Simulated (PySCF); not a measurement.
# Peak assignment

Bonds (- single, = double, # triple, : aromatic): C1:C2, C2:C3, C3:C4, C4-P5, P5-P6, P6-P7, C4:C8, C8:C9, C9:C1, P7-P5. C1 carries H10; C2 carries H11; C3 carries H12; P6 carries H13; P7 carries H14; C8 carries H15; C9 carries H16.

Computed data (PySCF 2.14.0 with density-fitted response routines): NMR shieldings at PBE0/pcSseg-1/GIAO, geometry from GFN2-xTB. Single conformer, isolated molecule, no relativistic terms, equivalent nuclei averaged.

δ = σ(ref) − σ, references computed at the same level: ¹³C (σ = 186.93 ppm), ¹H (σ = 31.72 ppm) against TMS.

Q: Assign these signals to the numbered atoms. ¹³C{¹H} NMR (computed): δ 144.1, 141.6, 134.1, 133.2.

A: 
```tsv
δ (ppm)	atoms	environment	reason
144.1	C4	substituted aromatic carbon	–
141.6	C3/C8	aromatic CH	–
134.1	C1	aromatic CH	the aromatic region
133.2	C2/C9	aromatic CH	–
```

C1 and C2/C9 lie closer than the usual error of such a calculation, so a measured spectrum could show them in the other order.

Q: Assign these signals to the numbered atoms. ¹H NMR (500 MHz, computed): δ 7.84 (m, 2H), 7.45 (m, 1H), 7.43 (m, 2H), 0.91 (m, 2H).

A: 
7.84 → H12/H15, hydrogen on an aromatic CH: ring-current deshielding
7.45 → H10, hydrogen on an aromatic CH
7.43 → H11/H16, hydrogen on an aromatic CH
0.91 → H13/H14, hydrogen on a ring phosphorus

H10 and H11/H16 lie closer than the usual error of such a calculation, so a measured spectrum could show them in the other order.

Splittings by ³¹P in the carbon and heteronuclear signals aren't shown, as no couplings were computed. Shifts are as computed. Against solution values, carbons near 30 ppm lie about +3 ppm off and those near 130 ppm about +5 ppm. Of 1211 compounds with measured shifts, 218 miss one by over three times the rms of a fit or turn the order of signals round; such compounds aren't used in these exercises. No couplings were computed; multiplicities are counted from neighbouring protons, with m where these are inequivalent, close in shift, in a saturated or five-membered ring or joined by F or P, and br s for small geminal =CH2 splittings.
